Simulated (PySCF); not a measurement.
**Ta⁺ (tantalum, charge +1): UHF calculation**

Configuration: [Xe] 4f14 5d2 6s1 6p1, one real determinant (an excited configuration). Calculation: PySCF 2.14, in aug-cc-pVTZ-PP with one added diffuse shell each of s, p, d, f, g type with ECP60MDF (7s7p6d4f3g, 113 functions); scalar relativity through the core potential.

```
Total energy                                                  : -56.388298 hartree
One-electron energy                                           : -90.2491 hartree
Hartree (Coulomb) energy                                      : 39.7388 hartree
Exchange energy                                               : -5.8781 hartree
⟨S²⟩                                                          : 6.0040
⟨L²⟩                                                          : 13.957
Sum of ⟨r⟩                                                    : 20.95 bohr
Sum of ⟨r²⟩                                                   : 49.87 bohr²
Traceless quadrupole moment −½Σ⟨3z² − r²⟩ along its main axis : -7.87 e·bohr²
Time after the integrals                                      : roughly 5 core-seconds
```

```tsv
shell	electrons	mean orbital energy (eV)	spread (eV)	rms radius, mean of both spins (bohr)
5s α	1	-98.582	0	1.19
5s β	1	-96.042	0	1.19
5p α	3	-60.296	0.289	1.39
5p β	3	-56.778	0.475	1.39
5d α	2	-19.416	0.223	2.14
6s α	1	-17.153	0	3.22
6p α	1	-11.173	0	4.00
```

⟨L²⟩ = 13.96 against 20 for a pure G term, so this real determinant mixes terms. Energies and moments cover only the electrons outside the core potential. Spin-orbit coupling, absent here, splits the open shell strongly.
